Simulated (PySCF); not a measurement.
4,4-dichlorobut-1-ene (C4H6Cl2), SMILES C=CCC(Cl)Cl.

The structure is a stationary point at ωB97X-D3(BJ)/def2-SVP. Other conformers were not sampled.

Two levels are set side by side: TDA-PBE/def2-SVPD (PySCF) and TDA-ωB97X/def2-SVPD (PySCF). Vertical, same geometry. The lowest singlet is HOMO→LUMO+1 52 %, HOMO→LUMO 44 % with PBE and HOMO−2→LUMO 35 %, HOMO−2→LUMO+1 27 %, HOMO→LUMO 13 % with the other functional; states are paired by order. Differences are taken from unrounded values.

```json
[
 {"quantity": "lowest singlet excitation (eV)", "TDA-ωB97X": "7.31"},
 {"quantity": "lowest triplet excitation (TDA) (eV)", "TDA-ωB97X": "4.45"},
 {"quantity": "first bright state (f over 0.05) (eV)", "TDA-ωB97X": "7.82"},
 {"quantity": "its oscillator strength", "TDA-ωB97X": "0.18"}
]
```

Q: What does TDA-PBE give, and how far is it from TDA-ωB97X? (Estimate from the structure and the level; the computed values follow.)

A: 
| quantity | TDA-PBE | TDA-PBE minus TDA-ωB97X |
|---|---|---|
| lowest singlet excitation (eV) | 5.71 | -1.60 |
| lowest triplet excitation (TDA) (eV) | 4.41 | -0.04 |
| first bright state (f over 0.05) (eV) | 6.73 | -1.09 |
| its oscillator strength | 0.06 | -0.13 |

Functionals without exact exchange tend to place singlet excitations lower, as here. Differences between two approximate levels are no errors against the true value.

Rough cost on one machine, each run with all the roots and properties that it gave: TDA-ωB97X against TDA-PBE about 6 times.
